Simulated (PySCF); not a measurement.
Potential energy curve for AlH, singlet.

- UMP2 = MP2 on UHF/6-31G, 5 core orbitals frozen in PySCF 2.14.0
- UCCSD(T) = PySCF 2.14.0 with CCSD(T) on UHF/6-31G, 5 core orbitals frozen

Energies relative to the lowest point of each curve near equilibrium, in mEh:

```json
[
 {"R / Å": "1.41", "UMP2": "23.6"},
 {"R / Å": "1.56", "UMP2": "5.3"},
 {"R / Å": "1.66", "UMP2": "0.7"},
 {"R / Å": "1.78", "UMP2": "0.8"},
 {"R / Å": "1.84", "UMP2": "2.5"},
 {"R / Å": "1.94", "UMP2": "6.8"},
 {"R / Å": "2.09", "UMP2": "15.5"},
 {"R / Å": "2.23", "UMP2": "25.0"},
 {"R / Å": "2.49", "UMP2": "49.3"},
 {"R / Å": "3.65", "UMP2": "83.8"},
 {"R / Å": "4.12", "UMP2": "85.6"},
 {"R / Å": "5.79", "UMP2": "86.6"}
]
```

Question: Estimate the UCCSD(T) values at these points.

Answer: 1.41: 23.1; 1.56: 5.1; 1.66: 0.6; 1.78: 0.3; 1.84: 1.5; 1.94: 5.0; 2.09: 12.3; 2.23: 20.4; 2.49: 35.9; 3.65: 82.3; 4.12: 88.6; 5.79: 91.8 (mEh).

The unrestricted determinant behind UMP2, UCCSD(T) is spin-contaminated at 1.32 to 1.63, 2.49 to 6.59 Å (<S²> up to 1.0, against 0.00 for a pure singlet).
